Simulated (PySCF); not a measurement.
**Dipole moment and polarisability of `N#CC#CCCF`**

Species: C5H4FN.
Structure used (PBE0-D3(BJ)/def2-SVP), in Å, numbered top down from 1:
```xyz
11
C5H4FN angstrom
N      4.3037   -0.1163   -0.6824
C      3.1637   -0.2220   -0.4797
C      1.8163   -0.3498   -0.2391
C      0.6255   -0.4714   -0.0248
C     -0.7981   -0.5795    0.2206
C     -1.5147    0.7633    0.1247
F     -2.8455    0.5679    0.3593
H     -1.2458   -1.2782   -0.5065
H     -0.9707   -1.0097    1.2217
H     -1.3834    1.2003   -0.8789
H     -1.1130    1.4697    0.8699
```

Level: wB97X-D/def2-SVPD (PySCF), static field, nuclei fixed, core orbitals frozen in the response. The polarisability tensor in these axes (au):

```
x   110.37   1.76 -10.86
y     1.76  48.16  -0.74
z   -10.86  -0.74  47.18
```

What are the eigenvalues, a third of the trace, and Δα (Δα² = ½Σ(αi − αj)² over the three pairs)?

Principal values 45.29, 48.17 and 112.24 au; mean 68.57 au = 10.16 Å³ = 11.31 × 10⁻⁴⁰ C²·m²/J; Δα = 65.56 au (96 % of the mean).

What is the dipole moment, and where does it point?

(-3.27, -0.24, 0.58) D, 3.33 D in size, pointing from the negative to the positive side. Measured along this direction, the outermost atoms are N1 at the negative end and F7 at the positive end.

What depolarisation ratio follows for Rayleigh scattering of linearly polarised light, taking the static tensor?

ρ = 3Δα²/(45ᾱ² + 4Δα²) = 12893.1/(211584 + 17190.8) = 0.0564.

Sum over states: ᾱ = Σ f/ω², ω in Eh. What share falls to these 6 lowest TDDFT singlets (eV, f)? 5.10, 0.0000; 5.36, 0.0006; 5.38, 0.0003; 7.70, 0.0000; 8.00, 0.0091; 8.02, 0.0920.

They add up to 1.19 au, 1.7 % of the 68.57 au; the largest single term is 1.06 au, from the state at 8.02 eV. Terms in order: 0.00, 0.02, 0.01, 0.00, 0.11, 1.06 au. Higher excitations give the rest. The strengths listed sum to 0.102.

Find the Langevin capture rate constant for NO+ (29.998 u) meeting this molecule (97.033 u), k = 2.342 × 10⁻⁹ cm³/s × √(α in Å³ / reduced mass in u).

The reduced mass is 22.91 u, so k = 1.56 × 10⁻⁹ cm³/s. The formula leaves out the permanent dipole, which adds to the capture rate.

Give the eigenvalues of the traceless quadrupole moment Θ = ½Σq(3rr − r²1), origin at the centre of nuclear charge.

-25.99, 12.56, 13.44 D·Å. The values depend on the origin, since the dipole doesn't vanish. The electronic extent ⟨r²⟩ about the same centre is 1272 bohr², a root-mean-square distance of 2.67 Å for the 50 electrons.

One conformer (not necessarily the lowest) at the PBE0-D3(BJ)/def2-SVP geometry, without solvent, vibrations or thermal averaging.

The pairwise dispersion term of wB97X-D wasn't added to the energies; at a given geometry it leaves orbitals and properties as they are.
